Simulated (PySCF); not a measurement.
BH₆N₃. Atoms are numbered in the order given.

```xyz
10

B      0.0007    -0.0008     0.0000
N      0.0334    -0.7151     1.2411
H     -0.1037    -0.2572     2.1318
H     -0.0811    -1.7180     1.2943
N     -0.0540     1.4337     0.0000
H      0.1383     1.9655     0.8389
H      0.1383     1.9655    -0.8389
N      0.0334    -0.7151    -1.2411
H     -0.1037    -0.2572    -2.1318
H     -0.0811    -1.7180    -1.2943
```

Geometry: B3LYP-D3(BJ)/def2-SVP. Other conformers were not sampled.

Computed with PBE0/pcSseg-1 run with PySCF.

GIAO shieldings, no solvent; atoms listed in one row are averaged. δ = σ(ref) − σ: ¹¹B against BF3 (σ = 88.8 ppm); ¹⁵N against NH3 (σ = 267.4 ppm); ¹H against TMS (σ = 31.56 ppm), references at their B3LYP-D3(BJ)/def2-TZVP geometries, non-relativistic.

Computed chemical shifts:
| nucleus | atoms | count | δ (ppm) |
|---|---|---|---|
| ¹¹B | B1 | 1 | 10.0 |
| ¹⁵N | N2, N5, N8 | 3 | 42.7 |
| ¹H | H9, H3 | 2 | 1.29 |
| ¹H | H4, H10 | 2 | 1.27 |
| ¹H | H6, H7 | 2 | 1.19 |
